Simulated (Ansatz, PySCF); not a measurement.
Molecule: CSi, net charge 0, triplet state. 
Geometry from a B3LYP-D3(BJ)/def2-TZVP (Ansatz, a program for electronic structure) optimisation:
SMILES: [C]=[Si]
```xyz
2

Si     0.0000     0.0000    -0.5141
C      0.0000     0.0000     1.1995
```
Charge 0, spin multiplicity 3.

Quantity: vertical ionisation energy (to the quartet state of charge +1; each state is the SCF solution reached for its spin; the UHF <S^2> is 2.53 for the triplet (pure: 2.00); for the quartet T1 is 0.047; for the triplet T1 is 0.092), in eV. Cores are frozen in the correlated levels unless marked. UHF or UKS for open shells. Spin-orbit coupling is left out. Non-relativistic. Basis-set limits of correlation are two-point, X^-3; Hartree-Fock from the larger set.

```tsv
level	program	vertical ionisation energy (eV)	minus last row
PBE/def2-TZVPD	Ansatz	9.11	0.08
CAM-B3LYP/def2-TZVPD	Ansatz	8.96	-0.07
wB97M-V/def2-TZVPD	Ansatz	8.76	-0.27
CCSD/aug-cc-pV(T+d)Z	Ansatz	8.79	-0.24
CCSD/aug-cc-pV(Q+d)Z	Ansatz	8.83	-0.20
CCSD(T)/aug-cc-pV(Q+d)Z	Ansatz	9.00	-0.03
CCSD(T)/CBS(aug-cc-pV(T+d)Z,aug-cc-pV(Q+d)Z)	Ansatz	9.03	0.00
```

For comparison, minus the highest occupied orbital energy (PySCF): 5.54 eV at BLYP/def2-TZVPD, 6.14 eV at TPSSh/def2-TZVPD, 5.79 eV at TPSS/def2-TZVPD.
